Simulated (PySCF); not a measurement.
# What a mistake does to a calculation on CH5NSi2

All numbers below are calculated, not measured. They come from PySCF 2.14.0, an open-source quantum chemistry program, on an isolated molecule that a program drew, which may never have been made. The molecule is CH5NSi2 (charge 0, singlet), drawn as the SMILES string `C=[SiH]N[SiH]`.

Each row is a Hartree-Fock (HF) and frozen-core CCSD(T) single point in the cc-pV(D+d)Z basis, meant for a local HF minimum. Run 1 is clean. Each other run has one planted mistake out of seven kinds, and not every kind appears here: one electron removed, one electron added, multiplicity raised by two, geometry at a saddle point, minimal basis STO-3G, one bond length entered in bohr, all coordinates scaled. The reference is restricted for singlets and unrestricted otherwise, and also for a bond in bohr. Adding or removing an electron swaps singlet and doublet. Electrons count all cores. HOMO and LUMO are orbital energies over both spins, the gradient is its largest component, and the lowest frequency (negative if imaginary) is given only where the gradient is small. Bond lengths are over the 8 bonds as drawn. T1 is the CCSD diagnostic: over 0.02 (restricted) or 0.045 (unrestricted) a single reference is doubtful.

Geometry of the clean run:
```xyz
9
CH5NSi2, angstrom
C     0.5639    1.2468   -1.0132
Si    0.3958   -0.2204   -0.2049
N    -0.0228   -1.7652   -0.8557
Si   -0.3953   -2.3284   -2.4550
H     0.4232    1.3970   -2.0753
H     0.8349    2.1250   -0.4372
H     0.6035   -0.3491    1.2452
H    -0.0568   -2.4893   -0.1566
H    -0.2361   -0.9913   -3.1486
```

```
run,electrons,basis functions,<S^2>,HOMO (eV),LUMO (eV),gradient (hartree/bohr),lowest frequency (cm^-1),mean bond (Å),longest bond (Å),T1,HF (hartree),CCSD(T) (hartree),mistake
1,46,99,0.000,-8.14,1.16,1.5e-05,76,1.4133,1.736,0.0175,-673.05325,-673.60716,no fault
2,46,33,0.000,-5.11,6.60,3.7e-02,-,1.4133,1.736,0.0250,-665.15402,-665.40986,minimal basis STO-3G
3,46,99,0.000,-7.80,0.88,4.9e-02,-,1.5221,1.870,0.0218,-673.00563,-673.57995,all coordinates scaled
4,46,99,1.329,-8.04,1.11,2.3e-02,-,1.6005,3.181,0.0814,-672.90938,-673.43586,one bond length entered in bohr
5,46,99,2.006,-7.26,0.10,3.7e-02,-,1.4133,1.736,0.0183,-672.99940,-673.52746,?
6,47,99,0.774,-0.35,7.39,6.6e-02,-,1.4133,1.736,0.0212,-673.03760,-673.59827,?
```

**Which mistake was planted in run 5, and what did it cost?**

Electrons, basis and geometry are unchanged, and <S^2> is 2.006, beside S(S+1) = 2.00 for a multiplicity of 3. So the mistake is: multiplicity raised by two. Subtracting run 1 and multiplying by 627.51 kcal/mol a hartree, the energy moved by 33.8 kcal/mol in HF and 50.0 kcal/mol in CCSD(T).

**Which mistake was planted in run 6, and what did it cost?**

It counts 47 electrons, one more than the clean run, at the same geometry and basis. So the mistake is: one electron added. Subtracting run 1 and multiplying by 627.51 kcal/mol a hartree, the energy moved by 9.8 kcal/mol in HF and 5.6 kcal/mol in CCSD(T).

Cautions from the logs. Run 2: T1 is over the limit, so its CCSD(T) energy is less reliable; run 3: T1 is over the limit, so its CCSD(T) energy is less reliable; run 4: T1 is over the limit, so its CCSD(T) energy is less reliable; run 6: the added electron raises the CCSD(T) energy, so it isn't bound in this basis.
